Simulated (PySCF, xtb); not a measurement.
HS2, SMILES [S]S (connectivity only; charge and spin as stated), charge -1, multiplicity 1.

GFN2-xTB in xtb at its own geometry gives an orbital gap of 2.43 eV.

The structure is a stationary point at B3LYP-D3(BJ)/def2-TZVPD. The spin state was assumed, not searched. The isomer is the one that the SMILES or the coordinates give; other isomers of the formula were not compared.

### Question
What does PBE/def2-TZVPD in PySCF give? (An estimate is asked for; the answer gives what the named calculation found.)

### Answer
gap 1.83 eV (levels 1.12 and 2.95 eV).
